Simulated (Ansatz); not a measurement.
C3H6SeSi, SMILES `[SiH3]/C=C1\C[Se]1`, relaxed with RKS PBE0-D4/def2-TZVP in Ansatz from a PBE-D4/def2-SVP geometry. The force threshold is 0.005 eV/Å; the program also tests the step.

The species carries charge 0 and has multiplicity 1.

Start:

```xyz
11

Si    0.812   -1.386   -0.797
C     0.068   -0.711    0.786
C    -0.462    0.521    0.834
C    -0.739    1.727    0.063
Se   -1.320    1.767    1.990
H     0.110   -2.646   -1.238
H     0.686   -0.348   -1.880
H     2.269   -1.731   -0.610
H     0.054   -1.330    1.700
H    -1.569    1.723   -0.666
H     0.092    2.413   -0.182
```

Q: By how much does the energy fall, and how many steps does the optimiser take? (An estimate is asked.)

A: Ansatz gave: 5.42 kJ/mol, in 5 steps.

Q: Which bonds change most? (Estimate.)

A: The calculation gave: C4–Se5 from 2.012 to 1.989 Å; C2–C3 from 1.343 to 1.322 Å; Si1–H8 from 1.508 to 1.488 Å; C4–H11 from 1.105 to 1.085 Å.

Q: Give the relaxed structure. (Best estimate.)

A: Computed: 
```xyz
11

Si    0.804   -1.372   -0.791
C     0.066   -0.703    0.775
C    -0.453    0.511    0.820
C    -0.730    1.707    0.061
Se   -1.305    1.749    1.964
H     0.104   -2.612   -1.221
H     0.680   -0.345   -1.859
H     2.241   -1.708   -0.601
H     0.054   -1.307    1.678
H    -1.548    1.699   -0.653
H     0.087    2.382   -0.173
```
